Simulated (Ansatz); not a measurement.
`F[SiH](F)[Si](F)(F)F` + H₂S → `F[Si](F)(F)S` + `F[SiH2]F` at 400 K and 1 bar (cleavage of the Si–Si bond).

Isolated molecules relaxed with PBE0-D4/def2-TZVP in Ansatz; ΔE leaves out vibrations. CCSD(T)/CBS is the MP2 limit (def2-TZVPP, def2-QZVPP) plus CCSD(T) − MP2 in def2-TZVPP, frozen cores. This one scheme is used for every species. Each species was taken in one conformer, which may not be the lowest.

```tsv
species	CCSD(T)/CBS energy (Eh)	H − E (kJ/mol)	S (J/(mol·K))
`F[SiH](F)[Si](F)(F)F`	-1078.06481	103.7	431.6
H₂S	-398.97279	53.4	215.9
`F[Si](F)(F)S`	-987.07717	78.8	359.6
`F[SiH2]F`	-489.99391	78.4	280.0
```

H − E and S are ideal-gas, rigid-rotor, harmonic terms from PBE0-D4/def2-TZVP, for one conformer and one mirror image of each species. 1 Eh = 2625.50 kJ/mol, R = 8.31446 J/(mol·K).

Question: By hand: ΔE, ΔH, ΔS and ΔG.

Answer: ΔE = (-987.07717) + (-489.99391) − (-1078.06481) − (-398.97279) = -0.03348 Eh = -87.9 kJ/mol. Δ(H − E) = 78.8 + 78.4 − 103.7 − 53.4 = 0.1, so ΔH = -87.8 kJ/mol. ΔS = 359.6 + 280.0 − 431.6 − 215.9 = -7.9 J/(mol·K). ΔG = -87.8 − 400 × (-7.9)/1000 = -84.6 kJ/mol.

Question: By hand: the equilibrium constant, and the temperature at which ΔG would vanish if ΔH and ΔS stayed fixed.

Answer: log₁₀ K = −ΔG/(RT ln 10) = 11.0. ΔG = 0 at ΔH/ΔS = 11114 K, far beyond where these terms or the molecules hold.

The number of gas molecules stays the same, so ΔS is small and ΔH decides. A doubt of 5 kJ/mol in ΔE shifts log₁₀ K by 0.7 here. Other conformers and mirror images would add mixing entropy, several J/(mol·K) or more a flexible species. Modes under 60 cm⁻¹, often nearly free rotors, make the harmonic entropy too high. These are equilibria of isolated gas molecules and say nothing of rates. Largest T1 diagnostic: 0.013 (customary marks: 0.02 for closed shells, 0.045 for open ones).
